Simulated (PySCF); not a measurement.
C₄H₁₀OSi, SMILES C[C@H]1OC[Si@H]1C.

Geometry: PBE0-D3(BJ)/def2-SVP. The structure was generated by enumeration; whether it is a known compound was not checked.

All values below come from TDA-PBE/def2-SVPD run with PySCF 2.14.0.

Vertical excitations. 

| state | energy (eV) | λ (nm) | f | main pairs |
|---|---|---|---|---|
| S1 | 5.16 | 240 | 0.007 | HOMO→LUMO 100 % |
| S2 | 5.37 | 231 | 0.005 | HOMO→LUMO+1 99 % |
| S3 | 5.88 | 211 | 0.019 | HOMO→LUMO+2 98 % |
| S4 | 6.21 | 200 | 0.014 | HOMO→LUMO+3 97 % |
| S5 | 6.32 | 196 | 0.003 | HOMO−1→LUMO 88 % |
| S6 | 6.44 | 192 | 0.002 | HOMO→LUMO+4 89 % |
| T1 | 5.03 | 246 | 0 | HOMO→LUMO 99 % |
| T2 | 5.29 | 235 | 0 | HOMO→LUMO+1 99 % |
Triplets are in the Tamm–Dancoff approximation.
